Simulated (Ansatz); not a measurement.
Consider the formal exchange of groups at the Si–S bond: `[SiH3]S[SiH2]Cl` + `C=CCC=O` → `O=C[SiH2]Cl` + `C=CCS[SiH3]`.

Computed with Ansatz on PBE0-D4/def2-TZVP structures; ΔE is electronic, products minus reactants. CBS: MP2 limit from def2 TZ/QZ plus the TZ coupled-cluster correction, frozen cores. Functionals use def2-TZVPP. B3LYP here is the variant with VWN-RPA as its local correlation; programs differ in this. Each species was taken in one conformer, which may not be the lowest.

```
             level  ΔE (kcal/mol)
               PBE           29.0
             B3LYP           29.0
     HF/def2-TZVPP           31.9
SCS-MP2/def2-TZVPP           29.8
   CCSD/def2-TZVPP           30.0
    MP2/def2-QZVPP           30.8
      HF/CBS(def2)           31.8
     MP2/CBS(def2)           30.9
```

What does CCSD(T)/CBS give? (Best estimate.)

Computed: +29.7 kcal/mol. The listed levels differ from it by -0.7, -0.7, 2.2, 0.1, 0.3, 1.1, 2.1, 1.2 kcal/mol.

Largest T1 diagnostic among the species: 0.014.

From PBE to PBE0 (25 % exact exchange), in def2-TZVPP and without D4, ΔE moves by +1.7 kcal/mol. In def2-TZVPP, CCSD(T) changes the Hartree–Fock value by −2.4 kcal/mol (the triples alone add −0.4 kcal/mol) and MP2 by −1.2 kcal/mol.
